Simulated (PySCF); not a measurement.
A structure optimised at PBE-D3(BJ)/def2-SVP, used in a PySCF frequency run:

```
S
Si 1 2.1520
F 2 1.6376 1 110.97
H 2 1.4948 3 108.40 1 -116.51
H 2 1.4973 4 113.62 3 119.20
Si 1 2.1583 2 97.32 4 -159.45
H 6 1.4955 1 106.21 2 -163.38
H 6 1.4983 7 112.39 1 -120.53
Cl 6 2.0799 7 108.89 8 -118.92
```

Task: Write its SMILES and formula.

Result: F[SiH2]S[SiH2]Cl, ClFH4SSi2

Task: What are its rotational constants (standard atomic weights)?

Result: 3.2960, 0.96255, 0.89152 GHz
